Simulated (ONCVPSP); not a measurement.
**Which change was made? (Au, ONCV)**

Au, optimised norm-conserving Vanderbilt (ONCV), made with ONCVPSP 4.0.1 (PW91, fully relativistic). Core [Kr] 4d10 4f14, reference 5s2 5p6 5d8 (charge +3). Waves: 5s: rc 1.55 bohr, ncon 4, nbas 8, qcut 8.4 1/bohr, 2 projectors, debl 0.9 Ha; 5p: rc 1.15 bohr, ncon 4, nbas 7, qcut 7.6 1/bohr, 1 projector; 5d: rc 2.10 bohr, ncon 4, nbas 9, qcut 8.7 1/bohr, 2 projectors, debl 2.2 Ha. Local part: polynomial inside 0.70 bohr (lpopt 4, dvloc0 3 Ha). Core correction: Teter function fitted to the true core (icmod 2), fcfact 0.35.

Open shells are filled in proportion to 2j + 1.

In the s channel the program set the typed energies aside and used -5.309, 0.050 Ha.

Cutoffs, loose and tight: the cutoffs (Ha) at which the residual kinetic energy of the hardest occupied pseudo-wave falls to 1 and 0.1 mHa per electron. They do not see the model core or the augmentation charge, which bear on the density cutoff. Test errors are all-electron minus pseudo excitation energies from the reference, over the configurations 5s2 5p6 5d10 6s1; 5s2 5p6 5d10; 5s2 5p6 5d9; 5s2 5p6 5d9 6s2; variants that change the core or the reference have their own tests.

The base gives: outcome: generated, projector energies reset by the program; cutoff, loose: 95 Ha; cutoff, tight: 115 Ha; bound ghosts: s, p3/2; GHOST(+) flags above zero: p1/2; largest test error (meV): -6.1.

After one change the result is: outcome: generated, projector energies reset by the program; cutoff, loose: 102 Ha; cutoff, tight: 120 Ha; bound ghosts: d3/2, s, p3/2; GHOST(+) flags above zero: d5/2, p1/2; largest test error (meV): -23. Which change was it?
A. d: nproj 1
B. core [Kr] 4d10, valence charge 33; reference 4f14 5s2 5p6 5d10 6s1; waves now 5s+6s: rc 1.55 bohr, ncon 4, nbas 9, qcut 8.2 1/bohr, 2 projectors; 5p: rc 1.35 bohr, ncon 4, nbas 7, qcut 10.4 1/bohr, 2 projectors, debl 1.5 Ha; 5d: rc 1.60 bohr, ncon 4, nbas 8, qcut 5.1 1/bohr, 2 projectors, debl 1.9 Ha; 4f: rc 0.85 bohr, ncon 3, nbas 8, qcut 16.7 1/bohr, local; local potential the f channel
C. p: rc 1.38
D. s: qcut 7.2; p: qcut 6.5; d: qcut 7.4

D. The others give: core [Kr] 4d10, valence charge 33; reference 4f14 5s2 5p6 5d10 6s1; waves now 5s+6s: rc 1.55 bohr, ncon 4, nbas 9, qcut 8.2 1/bohr, 2 projectors; 5p: rc 1.35 bohr, ncon 4, nbas 7, qcut 10.4 1/bohr, 2 projectors, debl 1.5 Ha; 5d: rc 1.60 bohr, ncon 4, nbas 8, qcut 5.1 1/bohr, 2 projectors, debl 1.9 Ha; 4f: rc 0.85 bohr, ncon 3, nbas 8, qcut 16.7 1/bohr, local; local potential the f channel → outcome: generated, projector energies reset by the program, misses its reference levels by 2.18 eV; cutoff, loose: 226 Ha; cutoff, tight: 637 Ha; bound ghosts: s, p3/2, p1/2; GHOST(+) flags above zero: d5/2, d3/2; largest test error (meV): -4.0 | p: rc 1.38 → outcome: generated, projector energies reset by the program; cutoff, loose: 28 Ha; cutoff, tight: 70 Ha; bound ghosts: s, p3/2; GHOST(+) flags above zero: none; largest test error (meV): -4.7 | d: nproj 1 → outcome: generated, projector energies reset by the program; cutoff, loose: 95 Ha; cutoff, tight: 115 Ha; bound ghosts: s, p3/2; GHOST(+) flags above zero: p1/2; largest test error (meV): +19.
